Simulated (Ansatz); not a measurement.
Ansatz (an electronic-structure program) input:

Ansatz 0.2 input:
```yaml
crystal:
  periodic: [false, false, false]
  atoms:
    - {symbol: Li, position_ang: [-0.00000000, -0.00000000, -1.71462722]}
    - {symbol: Cl, position_ang: [0.00000000, 0.00000000, 0.30258127]}
basis:
  gaussian:
    orbitals: def2-TZVP
hamiltonian:
  xc: {name: SVWN5}
relax: {f_tol: 0.003, max_steps: 100}
```

Question: Which total energy does the run end on?

Answer: -466.18418 Eh (SVWN5/def2-TZVP). The basis has 51 functions.
